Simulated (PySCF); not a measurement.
# Peak assignment

Molfile (atoms numbered from 1):
```
C5H12O2Si2
     RDKit          3D

 21 21  0  0  0  0  0  0  0  0999 V2000
    2.7501    0.7104   -0.0181 C   0  0  0  0  0  0  0  0  0  0  0  0
    1.7535    0.1128    0.9768 C   0  0  0  0  0  0  0  0  0  0  0  0
    0.5726   -0.4731    0.2617 C   0  0  0  0  0  0  0  0  0  0  0  0
   -0.6067    0.1511    0.0880 C   0  0  0  0  0  0  0  0  0  0  0  0
   -0.7394    1.4313    0.5954 O   0  0  0  0  0  0  0  0  0  0  0  0
   -2.0539    1.8955    0.7355 C   0  0  0  0  0  0  0  0  0  0  0  0
   -1.8865   -0.8132   -0.9182 Si  0  0  0  0  0  4  0  0  0  0  0  0
   -0.3515   -2.5099   -1.1266 Si  0  0  0  0  0  4  0  0  0  0  0  0
    0.7967   -1.7134   -0.2555 O   0  0  0  0  0  0  0  0  0  0  0  0
    3.6125    1.1139    0.5074 H   0  0  0  0  0  0  0  0  0  0  0  0
    3.0901   -0.0536   -0.7138 H   0  0  0  0  0  0  0  0  0  0  0  0
    2.2780    1.5110   -0.5825 H   0  0  0  0  0  0  0  0  0  0  0  0
    2.2432   -0.6768    1.5515 H   0  0  0  0  0  0  0  0  0  0  0  0
    1.3975    0.8889    1.6554 H   0  0  0  0  0  0  0  0  0  0  0  0
   -1.9768    2.9211    1.0943 H   0  0  0  0  0  0  0  0  0  0  0  0
   -2.6165    1.2987    1.4621 H   0  0  0  0  0  0  0  0  0  0  0  0
   -2.5889    1.8837   -0.2205 H   0  0  0  0  0  0  0  0  0  0  0  0
   -3.1075   -1.0487   -0.1341 H   0  0  0  0  0  0  0  0  0  0  0  0
   -2.2860   -0.0724   -2.1240 H   0  0  0  0  0  0  0  0  0  0  0  0
    0.2724   -2.7725   -2.4234 H   0  0  0  0  0  0  0  0  0  0  0  0
   -0.5616   -3.7681   -0.4119 H   0  0  0  0  0  0  0  0  0  0  0  0
  1  2  1  0
  2  3  1  0
  3  4  2  0
  4  5  1  0
  5  6  1  0
  4  7  1  0
  7  8  1  0
  8  9  1  0
  9  3  1  0
  1 10  1  0
  1 11  1  0
  1 12  1  0
  2 13  1  0
  2 14  1  0
  6 15  1  0
  6 16  1  0
  6 17  1  0
  7 18  1  0
  7 19  1  0
  8 20  1  0
  8 21  1  0
M  END
```

PySCF calculation with σ from GIAO-PBE0/pcSseg-1 and geometry: GFN2-xTB; averaged over atoms made equivalent by symmetry, fast rotation or ring inversion, in vacuum, no relativistic terms, a single conformation.

Scale: 13C (σ = 186.93 ppm) and 1H (σ = 31.72 ppm) against TMS (reference shieldings calculated alike).

Q: Assign these signals to the numbered atoms. 13C{1H} NMR (computed): δ 168.2 (C), 140.5 (C), 62.3 (CH3), 28.0 (CH2), 15.0 (CH3).

A: 
168.2 → C3, alkene carbon bearing oxygen: an sp2 carbon further deshielded by the attached heteroatom
140.5 → C4, alkene carbon bearing oxygen
62.3 → C6, methyl carbon bonded to O: pulled downfield by the heteroatom
28.0 → C2, allylic sp3 CH2: saturated and bonded to C and H only
15.0 → C1, methyl carbon: aliphatic region, no heteroatom directly attached

Q: Assign these signals to the numbered atoms. 1H NMR (400 MHz, computed): δ 5.33 (m, 2H), 4.67 (m, 2H), 3.93 (s, 3H), 2.36 (q, 2H), 1.08 (t, 3H).

A: 
5.33 → H20/H21, hydrogen on a silicon bonded to O, Si, in a 5-membered ring
4.67 → H18/H19, hydrogen on a silicon bonded to C, Si, in a 5-membered ring
3.93 → H15/H16/H17, hydrogen on a methyl carbon bonded to O: its carbon carries O, an electronegative neighbour
2.36 → H13/H14, hydrogen on an allylic sp3 CH2: allylic position
1.08 → H10/H11/H12, hydrogen on a methyl carbon

Shifts are as computed. Against solution values, carbons near 30 ppm lie about +3 ppm off and those near 130 ppm about +5 ppm. Of 1309 compounds with measured shifts, 239 miss one by over three times the rms of a fit or turn the order of signals round; such compounds aren't used in these exercises. Multiplicities follow the n + 1 count of equivalent neighbours, as no J values were calculated; m marks all less simple cases, F and P coupling included.
